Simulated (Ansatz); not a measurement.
Geometry optimisation, RKS B3LYP-D4/def2-SVP in Ansatz 0.2.0.

The input (input.yaml):

```yaml
crystal:
  periodic: [false, false, false]
  atoms:
    - { symbol: Ge, position_ang: [0.190332, 0.460737, -0.392727] }
    - { symbol: H, position_ang: [-0.135323, -0.333722, 2.236685] }
    - { symbol: F, position_ang: [1.563031, 0.082466, -1.372022] }
    - { symbol: Cl, position_ang: [-1.288055, 1.509973, -1.529974] }
    - { symbol: O, position_ang: [-0.371227, -1.140028, 0.074989] }
    - { symbol: H, position_ang: [-1.243471, -1.12995, 0.496021] }
    - { symbol: O, position_ang: [0.761911, 1.588519, 0.840525] }
    - { symbol: H, position_ang: [1.694851, 1.443522, 1.061464] }
    - { symbol: H, position_ang: [-0.019849, 0.325883, 2.490441] }
basis:
  gaussian: { orbitals: def2-SVP }
hamiltonian:
  xc: b3lyp
  dispersion: d4
relax:
  f_tol: 0.03
  max_steps: 50
```

Command:

```bash
$ ansatz run input.yaml --threads 4 --pin off --max-ram 5120MiB --backend cpu --events-out ev --progress --plain --runs-dir out
```

Where does it end, and by what steps?

The forces met the threshold. After 20 steps the energy has fallen by 0.288 eV; H2 moved furthest, 1.01 Å.

```json
{"step": "0", "energy less start (eV)": "0.0000", "largest force component (eV/Å)": "1.699", "accepted": "yes"}
{"step": "1", "energy less start (eV)": "-0.1599", "largest force component (eV/Å)": "0.216", "accepted": "yes"}
{"step": "2", "energy less start (eV)": "-0.2068", "largest force component (eV/Å)": "0.378", "accepted": "yes"}
{"step": "3", "energy less start (eV)": "-0.2442", "largest force component (eV/Å)": "0.404", "accepted": "yes"}
{"step": "4", "energy less start (eV)": "-0.2562", "largest force component (eV/Å)": "0.483", "accepted": "yes"}
{"step": "5", "energy less start (eV)": "-0.2671", "largest force component (eV/Å)": "0.361", "accepted": "yes"}
{"step": "6", "energy less start (eV)": "-0.2675", "largest force component (eV/Å)": "0.558", "accepted": "yes"}
{"step": "7", "energy less start (eV)": "-0.2795", "largest force component (eV/Å)": "0.324", "accepted": "yes"}
{"step": "8", "energy less start (eV)": "-0.2797", "largest force component (eV/Å)": "0.317", "accepted": "yes"}
{"step": "9", "energy less start (eV)": "-0.2811", "largest force component (eV/Å)": "0.123", "accepted": "yes"}
{"step": "10", "energy less start (eV)": "-0.2609", "largest force component (eV/Å)": "0.856", "accepted": "no"}
{"step": "11", "energy less start (eV)": "-0.2838", "largest force component (eV/Å)": "0.048", "accepted": "yes"}
{"step": "12", "energy less start (eV)": "-0.2835", "largest force component (eV/Å)": "0.078", "accepted": "no"}
{"step": "13", "energy less start (eV)": "-0.2846", "largest force component (eV/Å)": "0.049", "accepted": "yes"}
{"step": "14", "energy less start (eV)": "-0.2850", "largest force component (eV/Å)": "0.047", "accepted": "yes"}
{"step": "15", "energy less start (eV)": "-0.2856", "largest force component (eV/Å)": "0.098", "accepted": "yes"}
{"step": "16", "energy less start (eV)": "-0.2861", "largest force component (eV/Å)": "0.115", "accepted": "yes"}
{"step": "17", "energy less start (eV)": "-0.2867", "largest force component (eV/Å)": "0.099", "accepted": "yes"}
{"step": "18", "energy less start (eV)": "-0.2872", "largest force component (eV/Å)": "0.064", "accepted": "yes"}
{"step": "19", "energy less start (eV)": "-0.2874", "largest force component (eV/Å)": "0.043", "accepted": "yes"}
{"step": "20", "energy less start (eV)": "-0.2876", "largest force component (eV/Å)": "0.028", "accepted": "yes"}
```

```xyz
9
Properties=species:S:1:pos:R:3
Ge 0.228 0.508 -0.633
H -0.579 -0.238 3.138
F 1.459 0.278 -1.821
Cl -1.382 1.635 -1.463
O -0.238 -1.120 -0.174
H -0.822 -1.135 0.599
O 0.886 1.449 0.704
H 1.805 1.212 0.901
H -0.205 0.219 2.655
```

Time of the run: 41 s on 4 threads of Arm Neoverse V1 (shared host), peak memory 0.28 GiB.
